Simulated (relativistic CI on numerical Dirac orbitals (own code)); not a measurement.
**What each ingredient does to the levels of Er LIV**

Base calculation: Dirac-Coulomb-Breit CI, KLI orbitals optimised for each configuration, model QED (radiative potential, 1s self-energy scaled to tabulated hydrogen-like ionisation energies), unscaled Slater integrals.

CI space (outside the closed core [Ne]): 3s2 3p3, 3s 3p4, 3s2 3p2 3d, 3p5, 3s 3p3 3d, 3p4 3d, 3s 3p2 3d2, 3s2 3p 3d 4p, 3p4 4s, 3s 3p2 3d 4s, 3s2 3p2 4s, 3p4 4p, 3s2 3p 3d2, 3s2 3d3, 3s 3p 3d3, 3s2 3d2 4s, 3p3 3d2, 3p2 3d3, 3p2 3d2 4s, 3s2 3p 3d 4s, 3s 3p 3d2 4s, 3s2 3d 4s2, 3s 3p2 3d 4p, 3s 3p 3d2 4p, 3p2 3d2 4p, 3s 3p 3d 4s 4p. Double excitations out of closed p, d and f shells are left out; levels of such configurations are missing from the list, as are those of other unlisted configurations, and high levels can miss mixing partners.

The lowest level and the first level of each name with at least 55 % of one term (blank where a level has no safe partner in the second run):

```csv
Level,Base (eV),Shift (eV)
3s2 3p3 2P°_3/2,0.000,0.000
3s2 3p3 2D°_5/2,235.732,+0.786
3s2 3p3 2P°_1/2,249.556,+1.907
3s 3p4 4P_5/2,377.545,-1.904
3s2 3p2 3d 4D_1/2,431.518,-1.442
3s2 3p2 3d 2G_9/2,495.686,-1.867
3s2 3p2 3d 2F_7/2,518.061,-0.475
3s 3p4 4P_3/2,614.001,-0.467
3s 3p4 2D_5/2,629.831,+0.055
3s2 3p 3d2 4G°_7/2,704.248,
3s2 3p2 3d 4F_9/2,725.398,-0.359
```

At this charge energies of transitions that change n are usually good to better than 1 %, and those within a shell (Δn = 0) to a few per cent.

**Question.** One thing was changed in a second run, which moved the levels as shown. Which?
A. Breit term removed
B. QED terms removed
C. only the first 3 configurations

**Answer.** C. Only the first 3 configurations. With fewer configurations the levels that remain lose their mixing partners.

LS names give the leading component of a level, which can be under half, so a name can repeat, a term be missing and a line seem to break the LS rules.
